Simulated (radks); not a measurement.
Initial-state core-level shifts of the cobalt ion Co+ when its valence configuration changes from [Ar] 3d8. All-electron calculation, non-relativistic Kohn-Sham, TPSS, spin-polarised, spherical densities, point nucleus; open shells are filled with parallel spins first; meta-GGA in the generalised Kohn-Sham scheme. Program: a radial shooting solver on a logarithmic mesh with Libxc functionals. Shifts are changes of the shell-averaged eigenvalues in eV (positive: less bound); the change of the density at the nucleus, which sets a Mossbauer isomer shift, is in e/bohr^3, on a base of 1.337e+04.

3d7 4s1: 1s -5.606; 2p -6.215; 3s -5.624; 3p -5.462; density at nucleus +7.693
3d7.5 4p0.5: 1s -3.394; 2p -3.618; 3s -3.440; 3p -3.369; density at nucleus +0.489
3d6 4s2: 1s -12.695; 2p -14.037; 3s -12.438; 3p -12.083; density at nucleus +16.964
3d6 4p2: 1s -15.258; 2p -16.525; 3s -14.977; 3p -14.606; density at nucleus +3.092
3d7 4p1: 1s -7.092; 2p -7.605; 3s -7.119; 3p -6.960; density at nucleus +1.170
3d7.5 4s0.5: 1s -2.638; 2p -2.918; 3s -2.677; 3p -2.602; density at nucleus +3.524
3d5.5 4p2.5: 1s -19.696; 2p -21.422; 3s -19.102; 3p -18.611; density at nucleus +4.318
3d5 4s2 4p1: 1s -22.189; 2p -24.452; 3s -21.199; 3p -20.598; density at nucleus +21.900
